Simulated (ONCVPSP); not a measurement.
**Building the ONCV potential for Sb (Z = 51) (LDA (Perdew-Wang 92), scalar-relativistic).**

antimony (Sb), optimised norm-conserving Vanderbilt (ONCV), made with ONCVPSP 4.0.1 (LDA (Perdew-Wang 92), scalar-relativistic). Core [Ar] 3d10, reference 4s2 4p6 4d10 5s2 5p3. Waves: 4s+5s: rc 1.45 bohr, ncon 4, nbas 9, qcut 6.5 1/bohr, 2 projectors; 4p+5p: rc 1.20 bohr, ncon 4, nbas 7, qcut 9.8 1/bohr, 3 projectors, debl 0.5 Ha; 4d: rc 1.05 bohr, ncon 4, nbas 9, qcut 8.3 1/bohr, 2 projectors, debl 2 Ha; f scattering state at 0.24 Ha: rc 1.30 bohr, ncon 4, nbas 8, qcut 8.3 1/bohr, 2 projectors, debl 2.8 Ha. Local part: polynomial inside 0.90 bohr (lpopt 5, dvloc0 3 Ha). Core correction: Teter function, fcfact 3.75, rcfact 1.45.

Q: Estimate the cutoffs (Ha) at which the residual kinetic energy of the hardest occupied pseudo-wave falls to 1 and 0.1 mHa per electron.

A: 159 Ha and 272 Ha.

Q: Does the potential have ghost states?

A: Ghosts flagged at negative energy: p at -3897.6 eV; GHOST(+) flagged for s at 168.3 eV. A true bound ghost makes a file unfit for plane-wave use.

Q: Which valence shell sets the plane-wave cutoff?

A: 4d: 159 Ha for 1 mHa per electron, against 35 Ha for 4p.

Q: Tests: 4s2 4p6 4d10 5s2 5p2; 4s2 4p6 4d10 5s2 5p1; 4s2 4p6 4d10 5s2 5p0; 4s2 4p6 4d10 5s1 5p4. Which has the largest error in its energy relative to the reference configuration, and how large is it?

A: 4s2 4p6 4d10 5s2 5p0, with -9.9 meV (all-electron minus pseudo) on +49.54 eV.
